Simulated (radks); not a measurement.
Dipole-allowed excitations along the series with 28 electrons in [Ar] 3d10. All-electron calculation, non-relativistic Kohn-Sham, exchange-only LDA, spin-polarised, spherical densities, point nucleus. Program: a radial shooting solver on a logarithmic mesh with Libxc functionals. Time-dependent linear response with the Hartree and adiabatic exchange-only LDA kernel, continuum included through the Sternheimer equations. Lines are the poles of the dipole polarisability below minus the highest occupied eigenvalue, found on a grid refined at the orbital gaps; the lowest seven at most are given, and weak or close lines can be missed. The first line takes the name of the lowest orbital gap if no other gap lies below it; otherwise a line is named after a gap within 0.6 % of it, if that gap stands alone.

| species | -e(HOMO) (eV) | lowest orbital gap (eV) | first line (eV) | f | strongest line (eV) | its f | static alpha (bohr^3) |
|---|---|---|---|---|---|---|---|
| In21+ | 1013.3 | 3d-4p 461.46 | 464.39 (3d-4p) | 0.415 | 619.39 (unassigned) | 3.30 | 0.02133 |
| Sn22+ | 1096.4 | 3d-4p 498.63 | 501.68 (3d-4p) | 0.408 | 664.13 (unassigned) | 3.93 | 0.01885 |
| Sb23+ | 1182.6 | 3d-4p 537.14 | 540.30 (3d-4p) | 0.402 | 710.29 (unassigned) | 4.29 | 0.01674 |
| Te24+ | 1271.8 | 3d-4p 576.98 | 580.26 (3d-4p) | 0.396 | 757.79 (unassigned) | 4.54 | 0.01491 |
| I25+ | 1364.1 | 3d-4p 618.16 | 621.56 (3d-4p) | 0.391 | 806.64 (unassigned) | 4.74 | 0.01334 |
